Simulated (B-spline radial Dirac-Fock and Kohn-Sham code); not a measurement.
2s photoionisation of Ne³⁺ near threshold

System: the Ne³⁺ ion, [He] 2s2 2p3. The computed 2s threshold is 115.9 eV; without correlation, outer thresholds are uncertain by 1 to 2 eV. With an open shell the threshold is an average over the terms of the final ion.

Method: a relativistic central-field model (Hartree-Slater potential of the initial state, Latter tail, multipole expansion of the photon field, Dirac-Fock thresholds). Computed with a B-spline atomic structure program. Interchannel coupling and autoionising resonances are not included, so magnitudes near threshold are approximate.

Question: How do σ and β run from threshold to 400 eV kinetic energy?

Answer: The cross section shows no minimum in this range. It is largest at the lowest energy, 0.729 Mb. β stays at 2.00.

```
kinetic energy (eV)  σ (Mb)     β
                1.5   0.729  2.00
                1.9   0.726  2.00
                2.3   0.723  2.00
                2.9   0.719  2.00
                3.7   0.714  2.00
                4.6   0.708  2.00
                5.7   0.700  2.00
                7.2   0.690  2.00
                9.0   0.678  2.00
               11.2   0.664  2.00
               14.0   0.647  2.00
               17.5   0.625  2.00
               21.9   0.600  2.00
               27.4   0.571  2.00
               34.2   0.537  2.00
               42.8   0.497  2.00
               53.5   0.453  2.00
               66.9   0.406  2.00
               83.7   0.355  2.00
              104.7   0.303  2.00
              130.9   0.252  2.00
              163.6   0.202  2.00
              204.6   0.156  2.00
              255.8   0.118  2.00
              319.9  0.0857  2.00
              400.0  0.0599  2.00
```

Run: 2.1 s of CPU time on 1 thread of Neoverse-V1 (shared host), peak memory 0.29 GiB.
